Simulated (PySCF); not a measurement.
# How methods differ on the ionisation energy of C²⁺

C²⁺ [He] 2s2 (1S) → C³⁺ [He] 2s1 (2S), as a difference of total energies. Calculation: PySCF 2.14, in cc-pVTZ (4s3p2d1f, 30 functions); no relativity, point nucleus. Correlated levels: valence: 1s2 frozen. The calculations carry no spin-orbit coupling.

```tsv
method	ionisation energy (eV)
UHF	45.786
TPSS	47.140
MP2 (valence)	46.956
CCSD (valence)	47.770
```

Task: Estimate what SCS-MP2 (valence) gives.

Result: 47.190 eV, closest to TPSS among the rows shown.

Task: Estimate what M06-L gives.

Result: 46.906 eV, closest to MP2 (valence) among the rows shown.

Errors of the correlated levels include the incompleteness of this basis and the frozen core.

With two correlated electrons CCSD is exact in that space.

The coupled-cluster amplitudes are large for C²⁺ (T1 above 0.03 or a double amplitude above 0.15), so a single reference is strained.

For comparison: 47.888 eV (measured; NIST Atomic Spectra Database, ionization energies).
